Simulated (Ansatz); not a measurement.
Program: Ansatz. Geometries: PBE0-D4/def2-TZVP. ΔE: electronic, gas phase. CCSD(T)/CBS adds triple-zeta CCSD(T) − MP2 to the extrapolated MP2 energy (def2 sets, frozen cores). Functionals use def2-TZVPP. For Ga outer-core shells are correlated without core-valence functions, which leaves a few kJ/mol of doubt a bond. Scalar relativity is left out up to krypton. One conformer a species, not always the lowest.

Consider the redistribution: `[SH][GaH][SH]` + `NC(S)N[SiH3]` → `[SH][Ga]([SH])[SH]` + `NCN[SiH3]`.

```
             level  ΔE (eV)
           ωB97X-V    -1.21
              PBE0    -1.25
    MP2/def2-TZVPP    -1.28
CCSD(T)/def2-TZVPP    -1.25
    MP2/def2-QZVPP    -1.27
SCS-MP2/def2-QZVPP    -1.27
     MP2/CBS(def2)    -1.28
    CCSD/CBS(def2)    -1.29
```

Q: What does CCSD(T)/CBS give? (Best estimate.)

A: The calculation gave: -1.25 eV. The listed levels differ from it by 0.04, 0.00, -0.03, 0.00, -0.02, -0.02, -0.03, -0.04 eV.

Largest T1 diagnostic among the species: 0.013.

The D4 term adds +0.04 eV with B3LYP and +0.02 eV with PBE0; it sums over pairs of atoms, weighted by their polarisabilities, and B3LYP, whose exchange is more repulsive, gets the larger term. From PBE to PBE0 (25 % exact exchange), in def2-TZVPP and without D4, ΔE moves by −0.06 eV.

B3LYP here is the variant with VWN-RPA as its local correlation; programs differ in this.
